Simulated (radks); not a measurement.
Polarisability of the selenium ion Se5+, [Ar] 3d10 4s1, at imaginary frequency. Calculated with a radial shooting solver on a logarithmic mesh with Libxc functionals: non-relativistic Kohn-Sham, LDA (Slater exchange, Perdew-Wang correlation), spin-polarised, spherical densities, point nucleus; open shells are filled with parallel spins first. Response by self-consistent Sternheimer equations with the Hartree and adiabatic LDA kernel.

| w (hartree) | alpha1(iw) (bohr^3) | alpha2(iw) (bohr^5) |
|---|---|---|
| 0.00266 | 3.026 | 3.652 |
| 0.0143 | 3.025 | 3.651 |
| 0.0360 | 3.015 | 3.649 |
| 0.0697 | 2.984 | 3.641 |
| 0.118 | 2.907 | 3.622 |
| 0.186 | 2.750 | 3.579 |
| 0.280 | 2.472 | 3.490 |
| 0.413 | 2.061 | 3.320 |
| 0.605 | 1.570 | 3.012 |
| 0.892 | 1.104 | 2.514 |
| 1.35 | 0.7443 | 1.837 |
| 2.12 | 0.4951 | 1.127 |
| 3.59 | 0.3138 | 0.5710 |
| 6.94 | 0.1621 | 0.2305 |
| 17.5 | 0.04680 | 0.05508 |

Static values: alpha1 = 3.026 bohr^3 (0.4485 angstrom^3; uncoupled 3.931), alpha2 = 3.652 bohr^5, alpha3 = 9.704 bohr^7. C6 = 4.984, C8 = 40.50, triple-dipole C9 = 9.943 atomic units. One-pole (London) frequency 4 C6 / (3 alpha1^2) = 0.726 hartree, against 2.781 for minus the highest occupied eigenvalue. The dipole shielding factor is 0.853, as the force sum rule N/Z = 0.853 demands.
